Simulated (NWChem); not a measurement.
# CH₄GeO, singlet; SMILES [O](C)[GeH]

```xyz
7

Ge    -0.0399    -0.8149     0.0000
H     -1.6138    -0.4236     0.0000
O      0.5379     0.8668     0.0000
C     -0.1997     2.0537     0.0000
H      0.0525     2.6566     0.8893
H      0.0525     2.6566    -0.8893
H     -1.2905     1.8702     0.0000
```
Atoms are numbered in this order, from 1.

Results from NWChem. Pople sets run with spherical d functions. Low-valent species are run as closed-shell singlets; no triplet was tried in these runs. Structure relaxed at the PBE0/def2-SVP level. GIAO values for the isolated, static molecule; σ is the absolute isotropic shielding, δ = σ(reference) − σ with the isolated reference molecule computed at the same levels (13C: tetramethylsilane, 1H: tetramethylsilane, 17O: water).

```json
[
 {"level": "KT2/pcSseg-1", "σ Ge1 (ppm)": "515.5", "δ H2 (ppm)": "8.87", "δ O3 (ppm)": "345.7", "δ C4 (ppm)": "76.8", "δ H5 (rotor mean) (ppm)": "4.94"},
 {"level": "B3LYP/6-31G*", "σ Ge1 (ppm)": "___", "δ H2 (ppm)": "9.43", "δ O3 (ppm)": "305.2", "δ C4 (ppm)": "___", "δ H5 (rotor mean) (ppm)": "4.68"},
 {"level": "PBE0/pcSseg-1", "σ Ge1 (ppm)": "487.6", "δ H2 (ppm)": "8.78", "δ O3 (ppm)": "306.9", "δ C4 (ppm)": "73.4", "δ H5 (rotor mean) (ppm)": "4.71"},
 {"level": "LDA (Slater exchange, VWN5)/pcSseg-1", "σ Ge1 (ppm)": "259.8", "δ H2 (ppm)": "9.46", "δ O3 (ppm)": "379.1", "δ C4 (ppm)": "80.3", "δ H5 (rotor mean) (ppm)": "5.11"}
]
```

Question: Some entries are withheld; supply them.

Answer: 
- B3LYP/6-31G*, σ Ge1 (ppm): 821.2
- B3LYP/6-31G*, δ C4 (ppm): 69.2
